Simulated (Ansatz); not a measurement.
# How basis sets differ on BrCl (bromine chloride)

BrCl has 2 atoms, charge 0, and is taken as a singlet. SMILES: `ClBr`. Geometry: the measured bond length.

```xyz
2

Cl    0.0000    0.0000    0.0000
Br    0.0000    0.0000    2.1361
```

Quantity: the vertical electron affinity (to the doublet anion), in eV. The values are calculated.

The electron affinity is E(neutral) − E(anion): positive where the electron is bound.

| level | kind | program | value (eV) | less CCSD(T)/cc-pV(Q+d)Z |
| --- | --- | --- | --- | --- |
| CCSD(T)/STO-3G | coupled cluster or CI | Ansatz | -4.75 | -5.68 |
| CCSD(T)/cc-pV(D+d)Z | coupled cluster or CI | Ansatz | 0.14 | -0.79 |
| CCSD(T)/cc-pV(T+d)Z | coupled cluster or CI | Ansatz | 0.64 | -0.29 |
| CCSD(T)/def2-TZVPPD | coupled cluster or CI | Ansatz | 0.95 | +0.02 |
| CCSD(T)/cc-pV(Q+d)Z | coupled cluster or CI | Ansatz | 0.93 | 0.00 |

Differences are taken from CCSD(T)/cc-pV(Q+d)Z for orientation; it has basis-set and higher-order errors of its own. All-electron rows without a relativistic Hamiltonian named are non-relativistic. Spin-orbit coupling, which can split open shells on such heavy atoms by tenths of an eV, is left out. The values span -4.75 to 0.95 eV. High-level rows in very small sets aren't better than simpler rows in larger ones. In the correlated wave-function rows the outer d shell of Br is correlated, in sets not made for it.
